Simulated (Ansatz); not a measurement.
HSe, SMILES `[SeH]` radical. Total charge 0; spin multiplicity 2.

Bond lengths: Se1–H2 1.471 Å.

Question: List the harmonic frequencies (cm⁻¹, unscaled) at PBE0-D4/def2-TZVP in Ansatz. (Estimate.)

Answer: Ansatz gave: 2440.

Question: Is this a minimum?

Answer: Yes, all 1 modes are real.
